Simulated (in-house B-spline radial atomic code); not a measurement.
Response of the strontium ion Sr²⁺ as one setting changes: the radius of a hard wall (bohr). Method: TDHF. A dash marks a strongly mixed or unbound state. A box has no continuum, so excitations may lie above minus the highest level. Computed with an all-electron radial atomic-structure program (B-spline basis): linear response of the closed shell [Ar] 3d10 4s2 4p6 with bare exchange (time-dependent Hartree-Fock); scalar-relativistic (spin-free one-electron X2C), finite nucleus, no spin-orbit coupling, no double excitations, S, P, D and F terms only; shells from n = 2 respond. Only terms of natural parity with L up to 3 were computed.

| radius of a hard wall (bohr) | lowest 1P (eV) | lowest 3P, Tamm-Dancoff (eV) | minus highest occupied level (eV) | α (bohr³) |
| --- | --- | --- | --- | --- |
| 2.5 | 4p → 4d 43.63 | 4p → 4d 30.46 | 29.980 | 2.469 |
| 3 | 4p → 4d 37.87 | 4p → 4d 26.437 | 38.37 | 3.534 |
| 3.5 | ? | ? | ? | ? |
| 4 | - | 4p → 4d 23.141 | 42.51 | 5.106 |
| 4.5 | 4p → 5s 29.421 | 4p → 4d 22.528 | 42.88 | 5.49 |
| 5.5 | 4p → 5s 26.166 | 4p → 4d 22.049 | 43.04 | 5.761 |
| 6.5 | ? | ? | ? | ? |
| 8 | 4p → 5s 24.895 | 4p → 4d 21.911 | 43.05 | 5.808 |
| 10 | 4p → 5s 24.856 | 4p → 4d 21.909 | 43.05 | 5.808 |
| 15 | 4p → 5s 24.855 | 4p → 4d 21.909 | 43.05 | 5.808 |

Problem. What belongs in the row for 3.5?

Solution. lowest 1P (eV): 4p → 4d 34.35; lowest 3P, Tamm-Dancoff (eV): 4p → 4d 24.292; minus highest occupied level (eV): 41.41; α (bohr³): 4.453.

Problem. What belongs in the row for 6.5?

Solution. lowest 1P (eV): 4p → 5s 25.206; lowest 3P, Tamm-Dancoff (eV): 4p → 4d 21.937; minus highest occupied level (eV): 43.05; α (bohr³): 5.803.
